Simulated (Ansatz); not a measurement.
## Ansatz (development build ahead of 0.2.0) run

```yaml
crystal:
  periodic: [false, false, false]
  atoms:
    - { symbol: C, position_ang: [1.405, 0.0, 0.0] }
    - { symbol: C, position_ang: [0.7025, 1.21677, 0.0] }
    - { symbol: C, position_ang: [-0.7025, 1.21677, 0.0] }
    - { symbol: C, position_ang: [-1.405, 0.0, 0.0] }
    - { symbol: C, position_ang: [-0.7025, -1.21677, 0.0] }
    - { symbol: C, position_ang: [0.7025, -1.21677, 0.0] }
    - { symbol: C, position_ang: [2.81, 0.0, 0.0] }
    - { symbol: H, position_ang: [1.2475, 2.16073, 0.0] }
    - { symbol: H, position_ang: [-1.2475, 2.16073, 0.0] }
    - { symbol: H, position_ang: [-2.495, 0.0, 0.0] }
    - { symbol: H, position_ang: [-1.2475, -2.16073, 0.0] }
    - { symbol: H, position_ang: [1.2475, -2.16073, 0.0] }
    - { symbol: H, position_ang: [3.37139, -0.93431, 0.0] }
    - { symbol: H, position_ang: [3.37139, 0.93431, 0.0] }
basis:
  gaussian: { orbitals: def2-SVP }
magnetization:
  spin_polarized: true
  initial_magnetization: 1
hamiltonian:
  xc: hf
correlation:
  method: mp2
  frozen_orbitals: { C: 1, H: 0 }
```

The input is written out in the form of the current development build from the run's settings.

Results

```yaml
Converged: yes
Reference_energy: -268.94292 hartree
Correlation_energy: -0.84150 hartree
Total_energy: -269.78442 hartree
Spin_squared_of_the_determinant: 1.381
```

Caution: the unrestricted determinant is spin contaminated.
